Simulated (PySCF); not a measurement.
**Excitation energy of Cd by level of theory**

Cd [Kr] 4d10 5s2 (1S) → Cd [Kr] 4d9 5s2 5p1 (high-spin determinant), as a difference of total energies. All numbers are calculated (PySCF 2.14, a scalar-relativistic core potential, in def2-QZVPPD with the def2 core potential (28 electrons)). Correlated levels: valence: 4s2 4p6 frozen; valence and next inner shell: nothing frozen outside the core potential. The calculations carry no spin-orbit coupling.

```tsv
method	excitation energy (eV)
UHF	10.849
LDA	12.063
PBE	11.833
PBE0	11.747
r2SCAN	11.736
M06	12.677
wB97M-V	11.649
PBEsol	11.889
B3LYP	11.783
MP2 (valence)	12.522
SCS-MP2 (valence)	12.361
MP2 (valence and next inner shell)	12.243
SCS-MP2 (valence and next inner shell)	12.068
```

How much does correlation contribute at MP2 (valence and next inner shell)?

12.243 − (10.849) = 1.394 eV, measured against UHF.

The upper state lies above the first ionisation limit, where it may autoionise and the basis confines it.

The determinant of the upper state mixes LS terms, which raises its energy above the lowest term, most at the Hartree-Fock and MP2 levels.
